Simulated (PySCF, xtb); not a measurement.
CH6AlClO2Si, SMILES [OH][Al]([OH])[CH2][SiH2]Cl. One conformer was computed; it need not be the lowest.

Harmonic wavenumbers (cm⁻¹) from GFN2-xTB run with xtb at its own minimum, in rising order: 26, 41, 64, 129, 160, 216, 218, 261, 341, 418, 420, 433, 479, 558, 562, 614, 700, 762, 784, 810, 922, 954, 1025, 1418, 2232, 2252, 2936, 2952, 3786, 3792.

Question: What does PySCF with PBE0-D3(BJ)/def2-SVP give at its own minimum? (An estimate is asked for; the answer gives what the named calculation found.)

Answer: 15, 37, 81, 161, 194, 242, 287, 293, 366, 460, 473, 546, 560, 595, 645, 764, 772, 833, 876, 937, 952, 978, 1003, 1359, 2242, 2244, 3071, 3148, 4004, 4007. Paired by order, the mean absolute difference is 70 cm⁻¹ and the zero-point energies are 43.3 and 46.0 kcal/mol.
